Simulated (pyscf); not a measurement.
# Hydrogen shift: •O–InH₂ (SMILES [O][InH2]) → [HO–InH]• (SMILES [OH][InH])

Gas phase, doublet surface, charge 0. Bonds broken: In1–H3. Bonds formed: O2–H3. Structures and frequencies: ωB97X-D3(BJ)/def2-SVP in PySCF. MP2 and CC: frozen core, UHF for open shells. ΔMP2 is the change of the MP2 total energy from the triple- to the quadruple-zeta basis.

Transition state (Å):

```xyz
4

In     0.2989    -0.6371    -0.3067
O      1.0995     0.0591     1.3710
H      1.7772     0.3335    -0.0631
H     -0.9898    -1.5322    -0.9531
```

One imaginary mode, 1392i cm⁻¹; descent along it reached the two sides named.

```csv
bond,change,reactant side (Å),saddle,product side
In1–H3,breaks,1.710,1.785,2.572
O2–H3,forms,3.1,1.610,0.965
```

Electronic energies relative to the reactant's lowest minimum found (kcal/mol):

| level | barrier | reaction energy | reverse barrier |
|---|---|---|---|
| ωB97X-D3(BJ)/def2-TZVP | 21.8 | -42.9 | 64.6 |
| PBE/def2-TZVP | 9.6 | -49.0 | 58.6 |
| r²SCAN/def2-TZVP | 15.3 | -46.2 | 61.5 |
| B3LYP-D3(BJ)/def2-TZVP | 17.5 | -46.2 | 63.7 |
| PBE0-D3(BJ)/def2-TZVP | 17.6 | -46.2 | 63.9 |
| M06-2X/def2-TZVP | 21.4 | -50.6 | 72.0 |
| ωB97M-D3(BJ)/def2-TZVP | 20.7 | -45.5 | 66.2 |
| HF/def2-TZVP | 40.1 | -29.1 | 69.2 |
| MP2/def2-QZVPP | 21.3 | -56.2 | 77.5 |
| CCSD/def2-TZVPP | 22.0 | -45.1 | 67.1 |
| CCSD(T)/def2-TZVPP | 18.4 | -46.6 | 65.1 |
| CCSD(T)/def2-TZVPP + ΔMP2(QZVPP) | 17.3 | -48.1 | 65.3 |

With CCSD(T)/def2-TZVPP + ΔMP2(QZVPP) energies and thermal terms (ideal gas, 1 atm, RRHO with modes under 100 cm⁻¹ raised to 100, one conformer, R ln 2 for rigid chiral ones), in kcal/mol:

```csv
T (K),ΔH‡,ΔG‡,ΔH,ΔG
298,16.0,15.9,-45.5,-45.8
600,15.6,16.0,-45.5,-46.1
900,15.1,16.3,-45.7,-46.4
1200,14.6,16.8,-45.9,-46.6
```

One saddle was located; it need not be the lowest between these sides. The CCSD(T) − MP2 part came from Ansatz, without density fitting, on the same reference. The frozen core leaves the outer d or s,p core shells of the metals and heavy elements correlated in the MP2 and CC values, and def2-TZVPP describes them poorly, which can shift differences by a few kcal/mol. Elements past Kr carry the def2 core potentials, without spin-orbit coupling.
